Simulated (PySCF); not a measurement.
Compound: C2H11NSi4.
Cartesian coordinates in Å at the PBE0-D3(BJ)/def2-SVP level; atoms count from 1:
```
atom  x, y, z in Å
N1     4.3441   -0.7548    0.7604
C2     3.9211    0.2039    0.2622
Si3    3.1371    1.6974   -0.5269
Si4    0.8204    1.3525   -0.4128
Si5    0.4006   -0.8263   -1.1947
C6    -1.4252   -1.0956   -1.5767
Si7   -2.6079   -0.6122   -0.1939
H8     3.6339    2.8883    0.2201
H9     3.6284    1.7367   -1.9346
H10    0.3858    1.5381    1.0061
H11    0.1547    2.3862   -1.2678
H12    1.2377   -1.0291   -2.4197
H13    0.8668   -1.7791   -0.1423
H14   -1.5745   -2.1604   -1.8263
H15   -1.6858   -0.5155   -2.4786
H16   -2.2798   -1.3602    1.0578
H17   -4.0240   -0.9013   -0.5742
H18   -2.4776    0.8524    0.0857
```

Linear response at wB97X-D/def2-SVPD (PySCF, frozen core in the response, non-relativistic).

Static isotropic polarisability: 141.99 au (21.04 Å³), principal values 119.0, 136.1, 170.8 au.

Problem. What is the polarisability at 1064 nm and at the sodium D line?

Solution. 143.62 au at 1064 nm (+1.1 %), 147.50 au at 589.3 nm (+3.9 %). The rise at 589.3 nm is 3.37 times that at 1064 nm; a pure ω² law gives 3.26. The lowest singlet lies at 189 nm, shorter than both wavelengths.

Problem. What is the isotropic C6 coefficient between two such molecules, C6 = (3/π)∫α(iω)² dω?

Solution. 6648 au (Eh·bohr⁶) by a ten-point quadrature over imaginary frequencies, which is 3970 eV·Å⁶ or 383 J·nm⁶/mol.

Problem. Which effective excitation energy ω̄ makes London's formula C6 = (3/4)α²ω̄ exact here?

Solution. ω̄ = 4·C6/(3α²) = 0.440 Eh = 12.0 eV. A one-pole form α(ω) = α/(1 − ω²/ω̄²) fitted to the 1064 nm value gives 10.9 eV.

Problem. What molar refraction at the D line follows from R = (4π/3)·N_A·α′, with α′ the polarisability volume?

Solution. α′ = 21.86 Å³ gives R = 55.13 cm³/mol, for isolated, non-vibrating species.

Problem. What n − 1 at the D line would an ideal gas of it have at 273.15 K and 1 atm (2.6868 × 10¹⁹ cm⁻³), by n − 1 = 2π·N·α′?

Solution. 36.90 × 10⁻⁴, a formal value whether or not that pressure can be reached.

Problem. What three-body coefficient follows from the one-pole estimate C9 = (3/4)·α·C6?

Solution. 708000 au. This is an estimate from the two numbers above, not a computed integral.

Problem. How many electrons N does the Slater–Kirkwood formula C6 = (3/4)·√N·α^(3/2) need to give this C6?

Solution. N = (4·C6/3)²/α³ = 27.5; the species has 86 electrons in all.

Cost: about 90 s of CPU time on one thread; the machine was shared, so the figure is rough. This is the whole response run at wB97X-D/def2-SVPD, SCF included.

One conformer stands for the species.

wB97X-D is run here without its empirical dispersion term; that term would change no orbital, density or response property at a fixed geometry.
